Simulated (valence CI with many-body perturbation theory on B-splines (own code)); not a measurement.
**Tl⁷⁵⁺: calculated level list**

Level of theory: configuration interaction combined with many-body perturbation theory (CI+MBPT): four valence electrons over a frozen Dirac-Fock core [He], a basis of 11 s, 11 p, 9 d, 7 f, 5 g, 2 h, 1 i functions for each j, with the one-electron correlation potential Σ1 (screened to all orders), the two-electron term Σ2, the three-electron term Σ3, Breit, model QED; selected single and double excitations, second order for the rest (own B-spline code, finite nucleus).

No measured spectrum was set against this ion. As an estimate, large intervals hold to a few tenths of a per cent, small ones and those within an open d or f shell to about a per cent. Among the levels kept, up to 310 cm⁻¹ of a level comes from second order outside the variational space, and about a tenth of that is noise between levels of different J, which matters for small intervals.

Levels 1 to 45 of 114, with energies above the lowest level, (2s^2 2p1/2^2) J=0. "Leading %" is the weight of the configuration and term that name the level; weights of strongly mixed levels are sums over their largest components and can fall short. In the jj column 3d3/2^4 stands for four electrons in 3d with j = 3/2. Lifetimes count E1, E2, E3, M1 and M2 decay at the calculated energies, and are blank where another channel may lead or the interval is too uncertain; long ones can be off by a factor of two.

```csv
No.,Configuration,Term,J,E (Ry),Leading %,Lifetime,Second component,Leading jj
1,2s2 2p2,3P,0,0.0,68,,32 % 2s2 2p2 1S,2s^2 2p1/2^2 (100 %)
2,2s2 2p2,3P,1,158.5,100,16.6 ps,,2s^2 2p1/2 2p3/2 (100 %)
3,2s2 2p2,1D,2,159.8,66,2.12 ns,34 % 2s2 2p2 3P,2s^2 2p1/2 2p3/2 (100 %)
4,2s 2p3,3P°,2,184.4,49,23.5 ps,25 % 2s 2p3 5S°,2s 2p1/2^2 2p3/2 (100 %)
5,2s 2p3,1P°,1,191.7,31,32.2 fs,30 % 2s 2p3 3D°,2s 2p1/2^2 2p3/2 (100 %)
6,2s2 2p2,3P,2,320.6,65,4.20 ps,34 % 2s2 2p2 1D,2s^2 2p3/2^2 (99 %)
7,2s2 2p2,1S,0,325.9,67,3.86 ps,32 % 2s2 2p2 3P,2s^2 2p3/2^2 (99 %)
8,2s 2p3,5S°,2,340.5,51,135 fs,46 % 2s 2p3 3D°,2s 2p1/2 2p3/2^2 (100 %)
9,2s 2p3,3D°,3,343.9,100,143 fs,,2s 2p1/2 2p3/2^2 (100 %)
10,2s 2p3,3P°,0,349.4,100,41.5 fs,,2s 2p1/2 2p3/2^2 (100 %)
11,2s 2p3,3S°,1,351.3,54,21.0 fs,44 % 2s 2p3 3D°,2s 2p1/2 2p3/2^2 (100 %)
12,2s 2p3,1D°,2,351.9,74,21.4 fs,21 % 2s 2p3 3D°,2s 2p1/2 2p3/2^2 (100 %)
13,2s 2p3,3P°,1,352.3,64,37.9 fs,33 % 2s 2p3 1P°,2s 2p1/2 2p3/2^2 (100 %)
14,2p4,3P,2,379.2,67,22.2 fs,32 % 2p4 1D,2p1/2^2 2p3/2^2 (99 %)
15,2p4,1S,0,384.7,65,20.5 fs,34 % 2p4 3P,2p1/2^2 2p3/2^2 (99 %)
16,2s 2p3,3P°,2,507.6,51,43.3 fs,20 % 2s 2p3 5S°,2s 2p3/2^3 (100 %)
17,2s 2p3,1P°,1,514.8,35,17.5 fs,26 % 2s 2p3 3D°,2s 2p3/2^3 (100 %)
18,2p4,3P,1,539.2,100,14.2 fs,,2p1/2 2p3/2^3 (100 %)
19,2p4,1D,2,540.5,68,14.6 fs,32 % 2p4 3P,2p1/2 2p3/2^3 (100 %)
20,2p4,3P,0,703.8,65,10.7 fs,34 % 2p4 1S,2p3/2^4 (100 %)
21,2s2 2p 3s,3P°,0,949.3,100,2.71 fs,,2s^2 2p1/2 3s (100 %)
22,2s2 2p 3s,3P°,1,949.6,67,2.27 fs,33 % 2s2 2p 3s 1P°,2s^2 2p1/2 3s (100 %)
23,2s2 2p 3p,3D,1,956.8,74,170 fs,22 % 2s2 2p 3p 1P,2s^2 2p1/2 3p1/2 (100 %)
24,2s2 2p 3p,3P,0,961.0,67,96.5 fs,32 % 2s2 2p 3p 1S,2s^2 2p1/2 3p1/2 (99 %)
25,2s 2p2 3s,5P,1,973.2,40,2.72 fs,32 % 2s 2p2 3s 3S,2s 2p1/2^2 3s (99 %)
26,2s 2p2 3s,3P,0,976.5,67,2.90 fs,32 % 2s 2p2 3s 1S,2s 2p1/2^2 3s (99 %)
27,2s 2p2 3p,3P°,1,981.4,33,1.26 fs,20 % 2s 2p2 3p 5D°,2s 2p1/2^2 3p1/2 (100 %)
28,2s 2p2 3p,3P°,0,981.5,53,116 fs,40 % 2s 2p2 3p 5D°,2s 2p1/2^2 3p1/2 (100 %)
29,2s2 2p 3p,3D,2,1005.6,51,101 fs,32 % 2s2 2p 3p 1D,2s^2 2p1/2 3p3/2 (100 %)
30,2s2 2p 3p,3P,1,1005.6,49,132 fs,30 % 2s2 2p 3p 3S,2s^2 2p1/2 3p3/2 (100 %)
31,2s2 2p 3d,3F°,2,1010.9,75,2.57 fs,20 % 2s2 2p 3d 1D°,2s^2 2p1/2 3d3/2 (100 %)
32,2s2 2p 3d,3D°,1,1012.9,50,303 as,33 % 2s2 2p 3d 1P°,2s^2 2p1/2 3d3/2 (100 %)
33,2s2 2p 3d,3P°,2,1023.9,46,453 as,34 % 2s2 2p 3d 3D°,2s^2 2p1/2 3d5/2 (97 %)
34,2s2 2p 3d,3F°,3,1024.3,45,451 as,32 % 2s2 2p 3d 1F°,2s^2 2p1/2 3d5/2 (100 %)
35,2s 2p2 3p,3P°,2,1029.7,36,12.3 fs,18 % 2s 2p2 3p 5P°,2s 2p1/2^2 3p3/2 (97 %)
36,2s 2p2 3p,3D°,1,1030.1,30,1.36 fs,22 % 2s 2p2 3p 1P°,2s 2p1/2^2 3p3/2 (100 %)
37,2s 2p2 3d,3D,1,1035.0,48,2.80 fs,34 % 2s 2p2 3d 5F,2s 2p1/2^2 3d3/2 (100 %)
38,2s 2p2 3d,3D,2,1035.4,30,2.40 fs,15 % 2s 2p2 3d 5F,2s 2p1/2^2 3d3/2 (99 %)
39,2s 2p2 3d,3D,3,1047.7,39,452 as,16 % 2s 2p2 3d 5D,2s 2p1/2^2 3d5/2 (100 %)
40,2s 2p2 3d,3D,2,1049.1,26,459 as,25 % 2s 2p2 3d 3F,2s 2p1/2^2 3d5/2 (99 %)
41,2s2 2p 3s,3P°,2,1112.1,99,3.55 fs,,2s^2 2p3/2 3s (99 %)
42,2s2 2p 3s,1P°,1,1112.9,66,1.86 fs,33 % 2s2 2p 3s 3P°,2s^2 2p3/2 3s (99 %)
43,2s2 2p 3p,3P,1,1121.3,50,79.3 fs,28 % 2s2 2p 3p 3S,2s^2 2p3/2 3p1/2 (97 %)
44,2s2 2p 3p,3D,2,1121.4,48,89.8 fs,33 % 2s2 2p 3p 1D,2s^2 2p3/2 3p1/2 (98 %)
45,2s 2p2 3s,5P,2,1129.2,83,4.22 fs,9 % 2s 2p2 3s 3P,2s 2p1/2 2p3/2 3s (99 %)
```

The ionisation energy to 2s2 2p 2P°_1/2 of the next ion comes out as 22787 eV (NIST: 22780 ± 100 eV (theoretical)). All 114 levels together are meant to be complete up to 1210.8 Ry.
